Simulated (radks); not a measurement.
Spherical jellium clusters: N electrons in a uniform positive sphere of charge N and radius rs N^(1/3), rs = 5.33 bohr. Calculated with a radial shooting solver with Libxc functionals: non-relativistic Kohn-Sham, PBEsol, spin-polarised, spherical densities. Levels are named by radial order and angular momentum (1s, 1p, 1d, 2s, ...), and open shells are averaged over m.

N = 3, configuration 1s2 1p(up 1, down 0). This is the lowest configuration that the search found. Occupied levels:

level,occupation,eigenvalue (eV),<r> (bohr)
1s up,1,-3.0236,5.617
1s down,1,-2.7763,5.325
1p up,1,-1.9092,7.030

Energy (eV): total -4.54121, kinetic 3.3747, external -37.296, Hartree 18.370, exchange-correlation -8.1048, background 19.115.
